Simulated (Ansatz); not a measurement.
Ansatz (a first-principles code) input for Te(GeH3)(OSiH3) (GeH6OSiTe), SMILES [SiH3]O[Te][GeH3], PBE-D3(BJ)/def2-SVP. 

Ansatz 0.2 input:
```yaml
crystal:
  periodic: [false, false, false]
  atoms:
    - {symbol: Te, position_ang: [-0.00865641, -0.41763363, 0.91882218]}
    - {symbol: Ge, position_ang: [-1.09691012, 1.51214604, -0.42540852]}
    - {symbol: H, position_ang: [-2.43547013, 1.83250647, 0.27109740]}
    - {symbol: H, position_ang: [-0.16852197, 2.73985884, -0.40720964]}
    - {symbol: H, position_ang: [-1.33345939, 1.04458565, -1.87269099]}
    - {symbol: O, position_ang: [1.56514357, -0.52991342, -0.36013900]}
    - {symbol: Si, position_ang: [1.58224492, -1.59482201, -1.65223664]}
    - {symbol: H, position_ang: [1.48101305, -3.01419971, -1.19843194]}
    - {symbol: H, position_ang: [2.88003807, -1.38458905, -2.35108145]}
    - {symbol: H, position_ang: [0.45507963, -1.32307070, -2.59493917]}
basis:
  gaussian:
    orbitals: def2-SVP
hamiltonian:
  xc: pbe
  dispersion: d3bj
relax: {f_tol: 0.002, max_steps: 200}
```

Program output:

```
WARN ansatz: RAYON_NUM_THREADS=1 ignored (pool sized by the plan → 1); use --threads N
Functional definition: PBE
integrals: 0.07 GiB planned
1358 factors; their error is unknown
mean field: 0.36 GiB planned
mean field evaluation 1: about -73801.2234 eV, gradient 5.8e1 eV
mean field evaluation 2: about -73693.4385 eV, gradient 1.8e2 eV
mean field evaluation 4: about -73807.0421 eV, gradient 1.4e1 eV
mean field evaluation 8: about -73807.7777 eV, gradient 1.5e-1 eV
mean field evaluation 16: about -73807.7023 eV, gradient 2.3e-4 eV
mean field -73807.70226292 eV, -2712.3830295050 hartree, gradient 1.7e-5 eV, S^2 0.000000; 0 other end points of the search recorded, 0 dependent functions left out
the calculation of the forces begins
reference -73807.70230457 eV, -2712.3830310355 hartree; 42, 42 occupied and 78, 78 virtual orbitals, 1358 factors
relax step   1: F+E_penalty+E_count = -73807.95560030 eV  Δ(F+E_penalty+E_count) = +0.000e0 eV  max|allowed force component| = 3.216e-1 eV/Å  Δτ_max = 0.0000 Å  (29 SCF iters, accepted)
these checks for a lower state are left out or cut short: starts, cluster_reference, orbital_swaps, neighbouring_geometries, increment
integrals: 0.07 GiB planned
1358 factors; their error is unknown
mean field: 0.36 GiB planned
mean field -73807.71689838 eV, -2712.3835673480 hartree, gradient 1.2e-5 eV, S^2 0.000000; 0 other end points of the search recorded, 0 dependent functions left out
the calculation of the forces begins
reference -73807.71694006 eV, -2712.3835688800 hartree; 42, 42 occupied and 78, 78 virtual orbitals, 1358 factors
relax step   2: F+E_penalty+E_count = -73807.96960494 eV  Δ(F+E_penalty+E_count) = -1.400e-2 eV  max|allowed force component| = 2.176e-1 eV/Å  Δτ_max = 0.0320 Å  (30 SCF iters, accepted)
these checks for a lower state are left out or cut short: starts, cluster_reference, orbital_swaps, neighbouring_geometries, increment
integrals: 0.07 GiB planned
1358 factors; their error is unknown
mean field: 0.36 GiB planned
mean field evaluation 32: about -73807.7182 eV, gradient 1.4e-5 eV
mean field -73807.71823701 eV, -2712.3836165420 hartree, gradient 1.4e-5 eV, S^2 0.000000; 0 other end points of the search recorded, 0 dependent functions left out
the calculation of the forces begins
reference -73807.71827858 eV, -2712.3836180696 hartree; 42, 42 occupied and 78, 78 virtual orbitals, 1358 factors
relax step   3: F+E_penalty+E_count = -73807.97190771 eV  Δ(F+E_penalty+E_count) = -2.303e-3 eV  max|allowed force component| = 9.586e-2 eV/Å  Δτ_max = 0.0344 Å  (30 SCF iters, accepted)
these checks for a lower state are left out or cut short: starts, cluster_reference, orbital_swaps, neighbouring_geometries, increment
integrals: 0.07 GiB planned
1358 factors; their error is unknown
mean field: 0.36 GiB planned
mean field -73807.71998571 eV, -2712.3836808053 hartree, gradient 1.4e-5 eV, S^2 0.000000; 0 other end points of the search recorded, 0 dependent functions left out
the calculation of the forces begins
reference -73807.72002722 eV, -2712.3836823307 hartree; 42, 42 occupied and 78, 78 virtual orbitals, 1358 factors
relax step   4: F+E_penalty+E_count = -73807.97385875 eV  Δ(F+E_penalty+E_count) = -1.951e-3 eV  max|allowed force component| = 3.567e-2 eV/Å  Δτ_max = 0.0234 Å  (31 SCF iters, accepted)
these checks for a lower state are left out or cut short: starts, cluster_reference, orbital_swaps, neighbouring_geometries, increment
integrals: 0.07 GiB planned
1358 factors; their error is unknown
mean field: 0.36 GiB planned
mean field -73807.72001683 eV, -2712.3836819490 hartree, gradient 1.4e-5 eV, S^2 0.000000; 0 other end points of the search recorded, 0 dependent functions left out
the calculation of the forces begins
reference -73807.72005829 eV, -2712.3836834727 hartree; 42, 42 occupied and 78, 78 virtual orbitals, 1358 factors
relax step   5: F+E_penalty+E_count = -73807.97408654 eV  Δ(F+E_penalty+E_count) = -2.278e-4 eV  max|allowed force component| = 1.358e-2 eV/Å  Δτ_max = 0.0121 Å  (30 SCF iters, accepted)
these checks for a lower state are left out or cut short: starts, cluster_reference, orbital_swaps, neighbouring_geometries, increment
integrals: 0.07 GiB planned
1358 factors; their error is unknown
mean field: 0.36 GiB planned
mean field -73807.72003596 eV, -2712.3836826521 hartree, gradient 1.4e-5 eV, S^2 0.000000; 0 other end points of the search recorded, 0 dependent functions left out
the calculation of the forces begins
reference -73807.72007743 eV, -2712.3836841759 hartree; 42, 42 occupied and 78, 78 virtual orbitals, 1358 factors
relax step   6: F+E_penalty+E_count = -73807.97411409 eV  Δ(F+E_penalty+E_count) = -2.755e-5 eV  max|allowed force component| = 1.578e-2 eV/Å  Δτ_max = 0.0122 Å  (30 SCF iters, accepted)
these checks for a lower state are left out or cut short: starts, cluster_reference, orbital_swaps, neighbouring_geometries, increment
integrals: 0.07 GiB planned
1358 factors; their error is unknown
mean field: 0.36 GiB planned
mean field -73807.72017021 eV, -2712.3836875855 hartree, gradient 2.3e-5 eV, S^2 0.000000; 0 other end points of the search recorded, 0 dependent functions left out
the calculation of the forces begins
reference -73807.72021168 eV, -2712.3836891096 hartree; 42, 42 occupied and 78, 78 virtual orbitals, 1358 factors
relax step   7: F+E_penalty+E_count = -73807.97417202 eV  Δ(F+E_penalty+E_count) = -5.794e-5 eV  max|allowed force component| = 2.219e-3 eV/Å  Δτ_max = 0.0096 Å  (23 SCF iters, accepted)
these checks for a lower state are left out or cut short: starts, cluster_reference, orbital_swaps, neighbouring_geometries, increment
integrals: 0.07 GiB planned
1358 factors; their error is unknown
mean field: 0.36 GiB planned
mean field evaluation 64: about -73807.7202 eV, gradient 9.4e-5 eV
mean field -73807.72019224 eV, -2712.3836883953 hartree, gradient 9.4e-6 eV, S^2 0.000000; 0 other end points of the search recorded, 0 dependent functions left out
the calculation of the forces begins
reference -73807.72023372 eV, -2712.3836899194 hartree; 42, 42 occupied and 78, 78 virtual orbitals, 1358 factors
relax step   8: F+E_penalty+E_count = -73807.97417978 eV  Δ(F+E_penalty+E_count) = -7.759e-6 eV  max|allowed force component| = 4.907e-4 eV/Å  Δτ_max = 0.0046 Å  (24 SCF iters, accepted)
these checks for a lower state are left out or cut short: starts, cluster_reference, orbital_swaps, neighbouring_geometries, increment
integrals: 0.07 GiB planned
1358 factors; their error is unknown
mean field: 0.36 GiB planned
mean field -73807.72024505 eV, -2712.3836903359 hartree, gradient 1.4e-5 eV, S^2 0.000000; 0 other end points of the search recorded, 0 dependent functions left out
the calculation of the forces begins
reference -73807.72028652 eV, -2712.3836918601 hartree; 42, 42 occupied and 78, 78 virtual orbitals, 1358 factors
relax step   9: F+E_penalty+E_count = -73807.97418636 eV  Δ(F+E_penalty+E_count) = -6.577e-6 eV  max|allowed force component| = 3.543e-3 eV/Å  Δτ_max = 0.0134 Å  (31 SCF iters, accepted)
these checks for a lower state are left out or cut short: starts, cluster_reference, orbital_swaps, neighbouring_geometries, increment
integrals: 0.07 GiB planned
1358 factors; their error is unknown
mean field: 0.36 GiB planned
mean field -73807.72021464 eV, -2712.3836892182 hartree, gradient 5.8e-5 eV, S^2 0.000000; 0 other end points of the search recorded, 0 dependent functions left out
the calculation of the forces begins
reference -73807.72025611 eV, -2712.3836907425 hartree; 42, 42 occupied and 78, 78 virtual orbitals, 1358 factors
relax step  10: F+E_penalty+E_count = -73807.97418617 eV  Δ(F+E_penalty+E_count) = +1.948e-7 eV  max|allowed force component| = 2.061e-3 eV/Å  Δτ_max = 0.0029 Å  (20 SCF iters, rejected (line search))
these checks for a lower state are left out or cut short: starts, cluster_reference, orbital_swaps, neighbouring_geometries, increment
integrals: 0.07 GiB planned
1358 factors; their error is unknown
mean field: 0.36 GiB planned
mean field -73807.72022535 eV, -2712.3836896121 hartree, gradient 7.0e-5 eV, S^2 0.000000; 0 other end points of the search recorded, 0 dependent functions left out
the calculation of the forces begins
reference -73807.72026683 eV, -2712.3836911364 hartree; 42, 42 occupied and 78, 78 virtual orbitals, 1358 factors
relax step  11: F+E_penalty+E_count = -73807.97418844 eV  Δ(F+E_penalty+E_count) = -2.075e-6 eV  max|allowed force component| = 1.358e-3 eV/Å  Δτ_max = 0.0014 Å  (20 SCF iters, accepted)
integrals: 0.07 GiB planned
1358 factors; their error is unknown
mean field: 0.36 GiB planned
mean field evaluation 96: about -73807.7202 eV, gradient 1.1e-2 eV
mean field -73807.72022535 eV, -2712.3836896121 hartree, gradient 7.0e-5 eV, S^2 0.000000; 1 other end points of the search recorded, 0 dependent functions left out
the calculation of the forces begins
reference -73807.72026683 eV, -2712.3836911364 hartree; 42, 42 occupied and 78, 78 virtual orbitals, 1358 factors
Total energy: -73807.97422991 eV, -2712.3930241075 hartree
Atom 0 at     0.016525    -0.418016     0.898182 Å, force    -0.000290    -0.000339     0.000015 eV/Å
Atom 1 at    -1.093711     1.507949    -0.428346 Å, force     0.000138    -0.000177     0.000349 eV/Å
Atom 2 at    -2.459067     1.777561     0.258647 Å, force     0.000191     0.000104    -0.000300 eV/Å
Atom 3 at    -0.200078     2.772051    -0.372074 Å, force    -0.000224    -0.000002    -0.000148 eV/Å
Atom 4 at    -1.301308     1.064965    -1.898221 Å, force    -0.000016     0.000124    -0.000111 eV/Å
Atom 5 at     1.632979    -0.497244    -0.359739 Å, force     0.000607     0.000657     0.000573 eV/Å
Atom 6 at     1.574216    -1.596478    -1.646406 Å, force     0.001358     0.000510    -0.000507 eV/Å
Atom 7 at     1.438197    -3.019579    -1.169776 Å, force    -0.000007    -0.001056     0.000309 eV/Å
Atom 8 at     2.880654    -1.427660    -2.369563 Å, force    -0.001158    -0.000074     0.000266 eV/Å
Atom 9 at     0.432094    -1.298681    -2.584921 Å, force    -0.000599     0.000253    -0.000445 eV/Å
Dipole moment:    -0.345617     0.070932     0.040355 e Å
```

The run converged.

Cost: around 40 core-seconds (rough).
